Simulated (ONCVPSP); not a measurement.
# PBEsol ONCV dataset for La, scalar-relativistic all-electron reference.

- Element: La (Z = 57)
- Generator: ONCVPSP 4.0.1
- Type: optimised norm-conserving Vanderbilt (ONCV)
- Functional: PBEsol
- Relativity: scalar-relativistic
- Frozen core: [Kr] 4d10
- Valence charge: 11
- Reference configuration: 5s2 5p6 5d1 6s1 (charge +1)
- Partial waves: 5s+6s: rc 2.30 bohr, ncon 4, nbas 8, qcut 4.1 1/bohr, 2 projectors; 5p: rc 2.10 bohr, ncon 4, nbas 7, qcut 4.5 1/bohr, 2 projectors, debl 1.2 Ha; 5d: rc 3.05 bohr, ncon 5, nbas 9, qcut 4.4 1/bohr, 2 projectors, debl 0.9 Ha; f scattering state at 0.11 Ha: rc 2.10 bohr, ncon 4, nbas 7, qcut 4.8 1/bohr, local
- Local potential: the f channel
- Core correction: Teter function, parameters optimised by the program

In the f channel the program set the typed energies aside and used -0.376 Ha.

All-electron outer shells of the reference configuration (PBEsol, scalar-relativistic, ld1.x):

```json
{"shell": "5s", "level (eV)": "-44.79", "outermost node (bohr)": "0.77", "outermost maximum (bohr)": "1.41"}
{"shell": "5p", "level (eV)": "-28.22", "outermost node (bohr)": "0.83", "outermost maximum (bohr)": "1.58"}
{"shell": "5d", "level (eV)": "-8.53", "outermost node (bohr)": "0.95", "outermost maximum (bohr)": "2.19"}
{"shell": "6s", "level (eV)": "-8.37", "outermost node (bohr)": "1.85", "outermost maximum (bohr)": "3.60"}
```

What the tests gave:

* Cutoffs needed: 9.8 Ha and 29 Ha (the cutoffs (Ha) at which the residual kinetic energy of the hardest occupied pseudo-wave falls to 1 and 0.1 mHa per electron) The cutoffs count occupied waves only; projector 1 of the f channel, the hardest unoccupied one, needs 51 Ha at the loose tolerance.
* Ghost test: ghosts flagged at negative energy: s at -255.0 eV, p at -93.0 eV; GHOST(+) flagged for d at 72.1 eV; a true bound ghost makes a file unfit for plane-wave use
* Largest excitation error: -9.7 meV (all-electron minus pseudo) for 5s2 5p6 5d2 6s0, out of 4 test configurations
* rms error of d²Exc/dni dnj: 2.94 mHa without and 0.19 mHa with the model core

Generation and tests took about 9.7 s on one core of a shared server CPU.
